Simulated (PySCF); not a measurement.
CH6O3Si2, SMILES O=CO[SiH2][SiH2]O. Geometry optimised at PBE0-D3(BJ)/def2-SVP. This is a generated structure with no PubChem entry under its InChIKey; it may be hypothetical. The values are those of a single conformer.

Computed equilibrium geometry at PBE0-D3(BJ)/def2-SVP (PySCF confirms it by a frequency run) as bond lengths and angles (one conformer of several):
Atoms: O1 C2 O3 Si4 Si5 O6 H7 H8 H9 H10 H11 H12. Bonds (Å): O1–C2 1.208, C2–O3 1.313, C2–H7 1.109, O3–Si4 1.748, Si4–Si5 2.354, Si4–H8 1.489, Si4–H9 1.493, Si5–O6 1.659, Si5–H10 1.498, Si5–H11 1.491, O6–H12 0.970. Angles (°): O1–C2–O3 125.3, O1–C2–H7 122.9, O3–C2–H7 111.8, C2–O3–Si4 120.8, O3–Si4–Si5 111.1, O3–Si4–H8 101.9, O3–Si4–H9 105.8, Si5–Si4–H8 115.7, Si5–Si4–H9 112.1, H8–Si4–H9 109.4, Si4–Si5–O6 109.4, Si4–Si5–H10 107.7, Si4–Si5–H11 108.6, O6–Si5–H10 114.2, O6–Si5–H11 108.2, H10–Si5–H11 108.6, Si5–O6–H12 110.4.
Charge 0, spin multiplicity 1.
